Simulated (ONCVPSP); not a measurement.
# Scattering properties, ONCV potential for Si

| Item | Value |
| --- | --- |
| Element | silicon (Si) |
| Generator | ONCVPSP 4.0.1 |
| Type | optimised norm-conserving Vanderbilt (ONCV) |
| Functional | LDA (Perdew-Wang 92) |
| Relativity | scalar-relativistic |
| Frozen core | [Ne] |
| Valence charge | 4 |
| Reference configuration | 3s2 3p2 |
| Partial waves | 3s: rc 2.12 bohr, ncon 3, nbas 7, qcut 4.6 1/bohr, 2 projectors, debl 0.9 Ha; 3p: rc 2.18 bohr, ncon 4, nbas 7, qcut 3.8 1/bohr, 2 projectors, debl 1.9 Ha; d scattering state at 0.36 Ha: rc 2.12 bohr, ncon 3, nbas 7, qcut 5.8 1/bohr, 2 projectors, debl 0.3 Ha |
| Local potential | polynomial inside 1.84 bohr (lpopt 5, dvloc0 1 Ha) |
| Core correction | Teter function, fcfact 4.75, rcfact 1.55 |

The phase is arctan(r·R′/R) of the radial function R(r), unwrapped; energies in Ha, scanned from -2 to 5 Ha. A pole is an energy at which the radial function vanishes at the test radius. The pseudo phase is shifted by a multiple of π to meet the all-electron one at the reference energy, and phase errors are pseudo minus all-electron; the curves can meet again beyond the range given. Levels narrower than the energy grid can be missing from the lists of poles.

Problem. For each channel, where are the poles, and over which energies does the pseudopotential scatter like the atom?

Solution.

| channel | radius (bohr) | reference energy (Ha) | poles, all-electron | poles, pseudo | unbroken range about the reference energy with phases within 0.05 rad | phase error 1 Ha above the reference energy (rad) |
| --- | --- | --- | --- | --- | --- | --- |
| s | 2.15 | -0.40 | 0.63 | 0.63, 4.85 | below 2.4 | -0.000 |
| p | 2.22 | -0.15 | 0.97 | 0.97 | the whole range | -0.000 |
| d | 2.15 | 0.36 | 1.50 | 1.50 | below 2.8 | +0.000 |

Phases in the d channel:

```json
{"E (Ha)": "-1.98", "all-electron": "1.276", "pseudo": "1.276"}
{"E (Ha)": "-1.62", "all-electron": "1.238", "pseudo": "1.238"}
{"E (Ha)": "-1.26", "all-electron": "1.183", "pseudo": "1.183"}
{"E (Ha)": "-0.90", "all-electron": "1.097", "pseudo": "1.097"}
{"E (Ha)": "-0.54", "all-electron": "0.938", "pseudo": "0.938"}
{"E (Ha)": "-0.18", "all-electron": "0.578", "pseudo": "0.578"}
{"E (Ha)": "0.18", "all-electron": "-0.269", "pseudo": "-0.269"}
{"E (Ha)": "0.54", "all-electron": "-1.024", "pseudo": "-1.024"}
{"E (Ha)": "0.90", "all-electron": "-1.337", "pseudo": "-1.337"}
{"E (Ha)": "1.26", "all-electron": "-1.495", "pseudo": "-1.495"}
{"E (Ha)": "1.62", "all-electron": "-1.605", "pseudo": "-1.605"}
{"E (Ha)": "1.98", "all-electron": "-1.713", "pseudo": "-1.712"}
{"E (Ha)": "2.34", "all-electron": "-1.866", "pseudo": "-1.862"}
{"E (Ha)": "2.70", "all-electron": "-2.224", "pseudo": "-2.200"}
{"E (Ha)": "3.06", "all-electron": "-3.395", "pseudo": "-3.293"}
{"E (Ha)": "3.42", "all-electron": "-4.203", "pseudo": "-4.157"}
{"E (Ha)": "3.78", "all-electron": "-4.436", "pseudo": "-4.411"}
{"E (Ha)": "4.14", "all-electron": "-4.541", "pseudo": "-4.521"}
{"E (Ha)": "4.50", "all-electron": "-4.603", "pseudo": "-4.585"}
{"E (Ha)": "4.86", "all-electron": "-4.647", "pseudo": "-4.629"}
```
